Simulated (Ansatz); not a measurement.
Basis-set extrapolation for F2H6N2OSi2, SMILES `N[SiH](O)[Si](N)(F)F` (PBE0-D4/def2-TZVP geometry, frozen core, the Gaussian-basis code of Ansatz). Multiplicity 1, RHF reference.

```csv
,def2-TZVPP,def2-QZVPP
HF,-964.470516,-964.508403
MP2 correlation,-1.397793,-1.517714
CCSD(T) correlation,-1.478897,not run
```

Energies in hartree. Use E(X) = E(∞) + A·exp(−7.88·√X) for Hartree–Fock and E(X) = E(∞) + B·X^(−2.97) for correlation, with X = 3 and 4, and add CCSD(T) minus MP2 of the smaller set to the MP2 limit.

Problem. What is the CCSD(T) energy at the basis-set limit?

Solution. HF limit: -964.508403 + (-0.037887) × 0.13774 = -964.51362. MP2 limit: -1.517714 + (-0.119921) × 0.74074 = -1.60654. Higher-order term: -1.478897 − (-1.397793) = -0.08110. Total: -966.20126 hartree, 158.0 kcal/mol below CCSD(T)/def2-TZVPP.
